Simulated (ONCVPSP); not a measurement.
## Fe: ONCV pseudisation with PBE, scalar-relativistic reference atom.

- Element: Fe (Z = 26)
- Generator: ONCVPSP 4.0.1
- Type: optimised norm-conserving Vanderbilt (ONCV)
- Functional: PBE
- Relativity: scalar-relativistic
- Frozen core: [Ne]
- Valence charge: 16
- Reference configuration: 3s2 3p6 3d6 4s2
- Partial waves: 3s+4s: rc 1.15 bohr, ncon 5, nbas 8, qcut 8.2 1/bohr, 2 projectors; 3p: rc 1.10 bohr, ncon 4, nbas 7, qcut 11.3 1/bohr, 1 projector; 3d: rc 1.40 bohr, ncon 5, nbas 9, qcut 11 1/bohr, 3 projectors, debl 3.8 Ha
- Local potential: polynomial inside 1.00 bohr (lpopt 3, dvloc0 0 Ha)
- Core correction: polynomial model core, fcfact 0.35

What the tests gave:

| Property | Result |
| --- | --- |
| Cutoffs needed | 89 Ha and 123 Ha (the cutoffs (Ha) at which the residual kinetic energy of the hardest occupied pseudo-wave falls to 1 and 0.1 mHa per electron) |
| Ghost test | no bound ghost flagged; no localised positive-energy state flagged |
| Largest excitation error | +22 meV (all-electron minus pseudo) for 3s2 3p6 3d5 4s2, out of 4 test configurations |
| rms error of d²Exc/dni dnj | 1.45 mHa without and 1.42 mHa with the model core |

Generation and tests took about 4.9 s on one core of a shared server CPU.
